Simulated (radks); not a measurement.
Task: All-electron atom: Re27+ in [Kr] 4d10 4f2 (the NIST ground configuration). Method: Dirac Kohn-Sham, BLYP, spin-unpolarised, spherical densities, finite nucleus; open shells fill j = l - 1/2 first; Fermi nuclear charge, rms radius 5.3698 fm; computed with a radial shooting solver on a logarithmic mesh with Libxc functionals. Some entries of the table are withheld. Estimate them.

orbital  occ.  eigenvalue (eV)  <r^2> (bohr^2)
1s1/2       2        -72439.19       0.0004481
2s1/2       2        -13300.67        0.006823
2p1/2       2        -12767.41             (1)
2p3/2       4        -11328.33             (2)
3s1/2       2        -3778.927         0.04424
3p1/2       2        -3541.446         0.04052
3p3/2       4        -3227.058         0.04691
3d3/2       4        -2827.948             (3)
3d5/2       6        -2759.844             (4)
4s1/2       2        -1436.845          0.1979
4p1/2       2        -1336.055             (5)
4p3/2       4        -1250.792             (6)
4d3/2       4        -1084.860          0.2243
4d5/2       6        -1067.571          0.2319
4f5/2       2        -862.6090          0.2136
4f7/2       0        -858.2739          0.2166

Result: 
(1) 2p1/2 <r^2> (bohr^2): 0.004862
(2) 2p3/2 <r^2> (bohr^2): 0.006062
(3) 3d3/2 <r^2> (bohr^2): 0.03628
(4) 3d5/2 <r^2> (bohr^2): 0.03802
(5) 4p1/2 <r^2> (bohr^2): 0.1993
(6) 4p3/2 <r^2> (bohr^2): 0.2243
